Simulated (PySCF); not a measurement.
K(OtBu), SMILES CC(C)(C)[O][K] (GFN2-xTB optimised geometry):

```
15

K     -2.627     0.039     0.000
O     -0.645     0.832     0.000
C      0.451     0.039     0.000
C      0.511    -0.880    -1.244
C      1.725     0.924    -0.013
C      0.523    -0.862     1.256
H      1.428    -1.462    -1.261
H      0.464    -0.265    -2.140
H     -0.345    -1.565    -1.243
H      1.707     1.553    -0.898
H      2.627     0.318    -0.013
H      1.716     1.565     0.863
H     -0.334    -1.545     1.275
H      0.488    -0.235     2.144
H      1.439    -1.447     1.271
```

Computed with PySCF with PBE0/def2-TZVP.

### Question
What are the frontier orbital energies and the dipole moment?

### Answer
HOMO-2 -8.40 eV, HOMO-1 -4.94 eV, HOMO -4.79 eV, LUMO -1.01 eV, LUMO+1 0.67 eV; dipole moment 7.62 D.

On the same geometry PBE/def2-TZVP in PySCF gives HOMO-2 -7.04 eV, HOMO-1 -3.63 eV, HOMO -3.49 eV, LUMO -1.54 eV, LUMO+1 0.10 eV; dipole moment 7.22 D.

Meta-Löwdin charges at PBE0/def2-TZVP: K1 0.86, O2 -0.91, C3 0.29, C4 -0.37, C5 -0.37, C6 -0.37, H7 0.10, H8 0.11, H9 0.07, H10 0.11, H11 0.09, H12 0.11, H13 0.07, H14 0.11, H15 0.10.
